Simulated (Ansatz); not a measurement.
PtI₂, relaxed as a quintet with UKS r2SCAN-D4/def2-TZVP in Ansatz, starting from the r2SCAN-D4/def2-TZVP geometry of the neutral singlet. Force threshold 0.02 eV/Å.

In the def2 sets I, Pt take a core potential; there is no spin–orbit coupling. At r2SCAN-D4/def2-TZVP a triplet of charge 0 lies 2.95 eV below the quintet, each at its own geometry. The structure comes from a short search, and lower isomers may exist.

Start:

```xyz
3

Pt    0.000    0.000    0.000
I     2.309    0.228    0.813
I    -2.309   -0.228   -0.813
```

| step | energy (eV) | largest force component (eV/Å) | SCF passes |
| --- | --- | --- | --- |
| 1 | -19454.4627 | 2.655 | 101 |
| 2 | -19455.2670 | 0.687 | 100 |
| 3 | -19455.3533 | 0.269 | 60 |
| 4 | -19455.3722 | 0.058 | 60 |
| 5 | -19455.3732 | 0.011 | 60 |
| 6 | -19455.3744 | 0.049 | 252 |
| 7 | -19455.3903 | 0.163 | 82 |
| 8 | -19455.4972 | 0.398 | 146 |
| 9 | -19455.7098 | 0.564 | 50 |
| 10 | -19456.0145 | 0.577 | 43 |
| 11 | -19456.2786 | 0.440 | 42 |
| 12 | -19456.4375 | 0.191 | 37 |
| 13 | -19456.4481 | 0.157 | 28 |
| 14 | -19456.4662 | 0.047 | 39 |
| 15 | -19456.4665 | 0.041 | 30 |
| 16 | -19456.4667 | 0.000 | 30 |

Force components are those of the run's own axes.

End:

```
atom   x (Å)   y (Å)   z (Å)
 Pt1   0.146   0.844  -0.652
  I2   1.848  -0.233   1.002
  I3  -1.994  -0.612  -0.351
```

By distances, no bond broke or formed. The bond that changes most is Pt1–I3, from 2.46 to 2.61 Å (atoms count from 1).

The force fell under the threshold at step 5, but the optimiser went on and released 1.093 eV more. No frequencies were taken in this run, so the end may be a saddle point.

Run time 3 min (4 threads of Arm Neoverse V2 on a shared host).
